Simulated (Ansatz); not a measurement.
Ansatz (an electronic-structure program) input:

Ansatz 0.2 input:
```yaml
crystal:
  periodic: [false, false, false]
  atoms:
    - {symbol: Si, position_ang: [0.44313549, 0.21110533, -0.07643852]}
    - {symbol: Cl, position_ang: [-0.53438172, -0.23351539, 1.76709278]}
    - {symbol: Cl, position_ang: [-1.15788587, -0.09097378, -1.45386871]}
    - {symbol: O, position_ang: [1.15056959, 1.57362582, -0.15308403]}
    - {symbol: O, position_ang: [1.38459664, -1.14817647, -0.31883792]}
    - {symbol: H, position_ang: [2.28332242, -0.84275355, -0.47929429]}
basis:
  gaussian:
    orbitals: 6-31G
total_charge: -1
magnetization: {spin_polarized: false}
correlation: {method: ccsd_t, electrons: outside_noble_gas}
```

**Question.** Predict the final energy.

**Answer.** -1358.64487 Eh (CCSD(T)/6-31G). The basis has 59 functions.

It need not be the lowest isomer of its formula. Whether it binds its extra electron was not tested at this geometry.
